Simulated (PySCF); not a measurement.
Molecule: SMILES CC(C)S(=O)(=O)Cl, C3H7ClO2S.

Atom-mapped SMILES (the numbers label the heavy atoms): `[CH3:1][CH:2]([CH3:3])[S:4](=[O:5])(=[O:6])[Cl:7]` (H(Xn): hydrogen on atom n).

Geometry PBE0-D3(BJ)/def2-SVP throughout; GIAO in PySCF, gas phase, one conformer, non-relativistic; equivalent atoms averaged; basis pcSseg-1.

For orientation, LC-wPBE gives these absolute shieldings σ: C2 118.6, C1/C3 172.0, S4 109.6, O5/O6 33.6, Cl7 399.6, H(C2) 28.47, H(C1)/H(C3) 29.88 ppm.

A run gave: C2 111.7, C1/C3 166.8, S4 103.1, O5/O6 9.7, Cl7 386.7, H(C2) 28.23, H(C1)/H(C3) 29.80 ppm (absolute shieldings σ).

Which functional was used in that run?
A. PBE0
B. KT2
C. OPBE
D. LDA

## Answers

A. S4 tells them apart best: PBE0 gives 103.1, OPBE gives 148.6, KT2 gives 140.3, LDA gives 74.7 ppm.
